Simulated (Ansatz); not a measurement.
Mulliken charges of BrH2InOS (`[OH][In]([SH])[Br]`) from ωB97M-V/def2-TZVPP in Ansatz (PBE0-D4/def2-TZVP geometry).

| atom | x (Å) | y (Å) | z (Å) | charge (e) |
| --- | --- | --- | --- | --- |
| O1 | -0.689 | 1.568 | -0.460 | -0.477 |
| In2 | -0.425 | -0.378 | -0.288 | 0.800 |
| S3 | 1.375 | -1.382 | 0.878 | -0.301 |
| Br4 | -2.116 | -1.755 | -1.385 | -0.307 |
| H5 | -0.010 | 2.081 | -0.016 | 0.162 |
| H6 | 1.907 | -0.197 | 1.225 | 0.123 |

Problem. By hand: the dipole of these point charges (1 e Å = 4.8032 D).

Solution. Σ q r = (0.457, 0.217, 0.298) e Å, of length 0.587 e Å = 2.82 D.

Problem. How does the dipole of the full density compare? (Estimate.)

Solution. Ansatz gave: (0.439, 0.234, 0.286) e Å, 2.76 D; the point charges give 1.02 times that, at 2° from its direction.

Point charges leave out the atoms' own dipoles, such as those of lone pairs, and Mulliken's split depends on the basis, so the close match here is no proof of good charges.
